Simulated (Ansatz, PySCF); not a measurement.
This PySCF input computes a PBE/def2-TZVPD energy:

```python
from pyscf import gto, scf, dft

mol = gto.M(
    atom='''
    F     2.27473807   -0.27201736   -0.01841880
    B     1.06402718   -0.12723833   -0.00861554
    B    -0.68855888    0.08233914    0.00557533
    F    -1.10369992    1.29599113    0.10199446
    F    -1.37963165   -0.99902978   -0.08188666
    ''',
    basis='def2-tzvpd',
    charge=1,
    spin=0,
    verbose=4,
)

mf = dft.RKS(mol, xc='pbe').density_fit(auxbasis='def2-universal-jkfit')
mf.grids.level = 3
mf.conv_tol = 1e-9
mf.max_cycle = 100
mf.max_memory = 1500
mf.kernel()
if not mf.converged:
    mf = mf.newton()
    mf.kernel(mf.make_rdm1())
mf.analyze()
```

Task: Write an input for the same energy in Ansatz (an electronic-structure program) and say what it gives.

Result: 
Ansatz 0.2 input:
```yaml
crystal:
  periodic: [false, false, false]
  atoms:
    - {symbol: F, position_ang: [2.27473807, -0.27201736, -0.01841880]}
    - {symbol: B, position_ang: [1.06402718, -0.12723833, -0.00861554]}
    - {symbol: B, position_ang: [-0.68855888, 0.08233914, 0.00557533]}
    - {symbol: F, position_ang: [-1.10369992, 1.29599113, 0.10199446]}
    - {symbol: F, position_ang: [-1.37963165, -0.99902978, -0.08188666]}
basis:
  gaussian:
    orbitals: def2-TZVPD
hamiltonian:
  xc: {name: PBE}
total_charge: 1
output: {forces: true}
```
It gives -348.81914 Eh, and PySCF -348.81920 Eh, a difference of 0.06 mEh, from the treatment of integrals and grids.
